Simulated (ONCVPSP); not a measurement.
**cadmium (Cd): variants of one ONCV potential**

Base potential:

* Element: Cd (Z = 48)
* Generator: ONCVPSP 4.0.1
* Type: optimised norm-conserving Vanderbilt (ONCV)
* Functional: LDA (Perdew-Wang 92)
* Relativity: scalar-relativistic
* Frozen core: [Ar] 3d10 4s2
* Valence charge: 18
* Reference configuration: 4p6 4d10 5s2
* Partial waves: 5s: rc 2.35 bohr, ncon 4, nbas 8, qcut 3.2 1/bohr, 2 projectors, debl 3.6 Ha; 4p: rc 1.25 bohr, ncon 4, nbas 7, qcut 8.9 1/bohr, 1 projector; 4d: rc 1.15 bohr, ncon 4, nbas 7, qcut 9.6 1/bohr, 1 projector
* Local potential: polynomial inside 0.75 bohr (lpopt 2, dvloc0 0 Ha)
* Core correction: Teter function, fcfact 2, rcfact 1.2

All-electron outer shells of the reference configuration (LDA (PZ), scalar-relativistic, ld1.x):

| shell | level (eV) | outermost node (bohr) | outermost maximum (bohr) |
| --- | --- | --- | --- |
| 4s | -105.84 | 0.43 | 0.79 |
| 4p | -66.99 | 0.43 | 0.84 |
| 4d | -11.90 | 0.42 | 0.98 |
| 5s | -5.96 | 1.07 | 2.32 |

Cutoffs, loose and tight: the cutoffs (Ha) at which the residual kinetic energy of the hardest occupied pseudo-wave falls to 1 and 0.1 mHa per electron. They do not see the model core or the augmentation charge, which bear on the density cutoff. Test errors are all-electron minus pseudo excitation energies from the reference, over the configurations 4p6 4d10 5s1; 4p6 4d10 5s0; 4p6 4d9 5s0; 4p6 4d9 5s2 5p1. A dash means not determined; rows that change the core or the reference have their own tests.

A true bound ghost makes a file unfit for plane-wave use even where its test errors are small: the radial tests pick states by their node count and pass the ghost by.

```csv
change,outcome,"cutoff, loose","cutoff, tight",bound ghosts,GHOST(+) flags above zero,largest test error (meV)
base,generated,38 Ha,46 Ha,s,s,+97
"core correction Teter function, fcfact 5.1, rcfact 1.2",generated,38 Ha,46 Ha,s,s,+97
"core correction Teter function, fcfact 4.25, rcfact 1.2",generated,38 Ha,46 Ha,s,s,+97
s: rc 2.86,generated,38 Ha,46 Ha,s,s,+115
d: qcut 10,generated,39 Ha,46 Ha,s,s,+97
s: debl 0.35,generated,38 Ha,46 Ha,s,none,+99
"s: ncon 5, nbas 9",generated,38 Ha,46 Ha,s,s,+95
p: qcut 9.5,generated,38 Ha,46 Ha,s,s,+90
"local potential polynomial inside 0.75 bohr (lpopt 2, dvloc0 9.5 Ha)",generated,38 Ha,46 Ha,s,none,+73
```
